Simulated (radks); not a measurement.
Results of a calculation; reference values are marked as such.
Q: Ionisation of the chlorine ion Cl2+, [Ne] 3s2 3p3, to Cl3+, [Ne] 3s2 3p2, under several functionals. Dirac Kohn-Sham, spin-unpolarised, spherical densities, point nucleus; open shells fill j = l - 1/2 first; a radial shooting solver on a logarithmic mesh with Libxc functionals. Known Delta-SCF values: LDA (Slater exchange, VWN5 correlation) 38.316 eV; PW91 38.303 eV; AM05 38.159 eV. What does exchange-only LDA give, and what is its highest occupied eigenvalue?

A: 36.826 eV by Delta-SCF; the 3p3/2 eigenvalue is -30.229 eV. NIST: 39.8 eV (semi-empirical).

Beside tabulated values, note that spin-unpolarised runs miss the spin-polarisation part of the exchange energy of open shells.
